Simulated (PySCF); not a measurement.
How methods differ on the excitation energy of W⁺

W⁺ [Xe] 4f14 5d4 6s1 (6D) → W⁺ [Xe] 4f14 5d5 (6S), as a difference of total energies. Calculation: PySCF 2.14, in aug-cc-pVTZ-PP with ECP60MDF; a scalar-relativistic core potential. Correlated levels: valence: 5s2 5p6 frozen. The calculations carry no spin-orbit coupling.

```
           method  excitation energy (cm⁻¹)  error (cm⁻¹)
              UHF                    3831.9          +555
    MP2 (valence)                    2904.6          -372
SCS-MP2 (valence)                    3522.8          +246
   CCSD (valence)                    2993.3          -283
CCSD(T) (valence)                    2978.8          -298
```

Reference: 3276.6 cm⁻¹ (measured; NIST levels, between the centres of gravity of the two terms).

Errors of the correlated levels include the incompleteness of this basis and the frozen core.
